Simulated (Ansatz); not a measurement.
Consider the redistribution: `CC(C)[S][Al]([CH3])[CH3]` + `[SiH3][AlH][Cl]` → `[CH3][Al]([CH3])[AlH][Cl]` + `CC(C)S[SiH3]`.

Calculated with Ansatz (gas phase, PBE0-D4/def2-TZVP geometries, no zero-point term in ΔE). CCSD(T)/CBS adds triple-zeta CCSD(T) − MP2 to the extrapolated MP2 energy (def2 sets, frozen cores). DFT in def2-TZVPP. Each species was taken in one conformer, which may not be the lowest.

```tsv
level	ΔE (eV)
r2SCAN	0.75
CCSD(T)/def2-TZVPP	0.70
```

(1) What does CCSD(T)/CBS give? (An estimate is asked.)

Largest T1 diagnostic among the species: 0.011.

Answers

(1) Ansatz gave: +0.69 eV. The listed levels differ from it by 0.06, 0.01 eV.

In def2-TZVPP, CCSD(T) changes the Hartree–Fock value by +0.05 eV (the triples alone add +0.01 eV) and MP2 by +0.07 eV.
